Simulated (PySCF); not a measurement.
## Al: excitation energy

Al [Ne] 3s2 3p1 (2P) → Al [Ne] 3s1 3p2 (4P), as a difference of total energies. Calculation: PySCF 2.14, in aug-cc-pCVTZ-DK; scalar relativity by spin-free X2C-1e. Correlated levels: valence: [Ne] frozen; valence and next inner shell: 1s2 frozen; nothing frozen. The calculations carry no spin-orbit coupling.

Q: Order these methods by the excitation energy they give, lowest first.
A. LDA
B. TPSSh
C. SCS-MP2 (valence and next inner shell)
D. MP2 (valence and next inner shell)

A: D (3.321 eV), B (3.558 eV), C (3.588 eV), A (3.708 eV).

Errors of the correlated levels include the incompleteness of this basis and the frozen core.

For comparison: 3.598 eV (measured; NIST levels, between the centres of gravity of the two terms).
